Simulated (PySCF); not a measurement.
**Polarisability and C₆ of Nb (niobium, neutral)**

[Kr] 4d3 5s2, high-spin 4F determinant (an excited configuration). Calculation: PySCF 2.14, in aug-cc-pVDZ-PP with ECP28MDF (5s5p4d2f, 54 functions); a scalar-relativistic core potential. Coupled (time-dependent) response in atomic units; α is the mean over directions. A double-zeta set is small for polarisabilities.

| method | mean α (bohr³) | C₆ (like pair) | S(−4) |
| --- | --- | --- | --- |
| UHF | 159.3 | 2037 | 54890 |
| PBE | 104.2 | 1348 | 5344 |
| PBE0 | 110.1 | 1445 | 6186 |
| MN15 | 92.23 | 1173 | 3478 |
| BHandHLYP | 106.7 | 1399 | 5153 |

S(−4) is the Cauchy moment in α(ω) = α(0) + S(−4) ω² + …

Spin-orbit coupling is absent.

α(iu) at BHandHLYP:

```json
{"u (hartree)": "0", "α(iu) (bohr³)": "106.7"}
{"u (hartree)": "0.0500", "α(iu) (bohr³)": "95.50"}
{"u (hartree)": "0.100", "α(iu) (bohr³)": "74.03"}
{"u (hartree)": "0.200", "α(iu) (bohr³)": "42.02"}
{"u (hartree)": "0.300", "α(iu) (bohr³)": "26.55"}
{"u (hartree)": "0.500", "α(iu) (bohr³)": "14.11"}
{"u (hartree)": "0.750", "α(iu) (bohr³)": "8.421"}
{"u (hartree)": "1.00", "α(iu) (bohr³)": "5.781"}
{"u (hartree)": "1.50", "α(iu) (bohr³)": "3.309"}
{"u (hartree)": "2.00", "α(iu) (bohr³)": "2.157"}
{"u (hartree)": "3.00", "α(iu) (bohr³)": "1.114"}
{"u (hartree)": "5.00", "α(iu) (bohr³)": "0.4463"}
```

A single London oscillator, α(iu) = α/(1 + u²/ω²), gives C₆ = (3/4) ω α². Matching the computed C₆ needs ω = 4 × 1399 / (3 × 106.7²) = 0.164 hartree.

Energies and moments cover only the electrons outside the core potential.
